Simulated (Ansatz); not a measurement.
Reaction (redistribution): `[SiH3][SiH2][GeH2][SiH2][GeH3]` + `[SiH3][SiH2][SiH2][GeH2][SiH2][SiH3]` → `[SiH3][SiH2][SiH2][GeH2][SiH2][GeH3]` + `[SiH3][SiH2][GeH2][SiH2][SiH3]`

Gas-phase electronic energies from Ansatz, PBE0-D4/def2-TZVP geometries. CCSD(T)/CBS adds triple-zeta CCSD(T) − MP2 to the extrapolated MP2 energy (def2 sets, frozen cores). DFT in def2-TZVPP. For Ge outer-core shells are correlated without core-valence functions, which leaves a few kJ/mol of doubt a bond. Scalar relativity is left out up to krypton. One conformer a species, not always the lowest.

```
             level  ΔE (kJ/mol)
       LDA (SPW92)          0.6
        r2SCANh-D4          0.3
            revPBE         -0.9
RPA@PBE/def2-TZVPP         -0.1
  CCSD(T)/def2-SVP          0.4
     HF/def2-TZVPP         -1.0
    MP2/def2-QZVPP          0.2
      HF/CBS(def2)         -0.9
```

Q: What does CCSD(T)/CBS give? (Best estimate.)

A: The calculation gave: +0.4 kJ/mol. The listed levels differ from it by 0.2, -0.1, -1.3, -0.5, 0.0, -1.4, -0.2, -1.3 kJ/mol.

Largest T1 diagnostic among the species: 0.013.

Leaving LDA and LC-ωPBE aside and taking each functional with its dispersion term where it has one, the values, not all of them listed here, spread over 0.9 kJ/mol, from B2PLYP to ωB97M-V.
